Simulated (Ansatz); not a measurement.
The cluster TiSi₅, relaxed as a singlet with RKS r2SCAN-D4/def2-SVP in Ansatz, starting from packed atoms. Force threshold 0.02 eV/Å.

The relaxation made no stability test and no search for a lower SCF solution. The structure comes from a short search, and lower isomers may exist.

Start:

```xyz
6

Ti   -0.758    1.175    1.845
Si    0.520    0.831   -0.399
Si    1.032   -0.847   -1.976
Si   -1.844    0.616   -0.387
Si    1.520   -0.717    0.868
Si   -0.469   -1.058    0.049
```

(1) Estimate the energy that the relaxation releases and the steps that it takes.

(2) Does the start keep its bonding?

(3) Predict the relaxed structure.

Results:

(1) 3.02 eV, in 9 steps; 32 s on 4 threads of Arm Neoverse V1 on a shared host. No frequencies were taken in this run, so the end may be a saddle point.

(2) Bonds formed: Si3–Si5 (atoms count from 1).

(3) 
Cartesian coordinates in Å:
```
Ti -0.4632 0.6631 1.6840
Si 0.3655 1.0437 -0.6762
Si 1.2684 -1.0114 -1.5426
Si -1.9664 0.8916 -0.2099
Si 1.4648 -0.4818 0.8613
Si -0.6690 -1.1052 -0.1166
```
Bond lengths: 8 × Si–Si 2.38 to 2.47 Å; 4 × Si–Ti 2.39 to 2.53 Å.
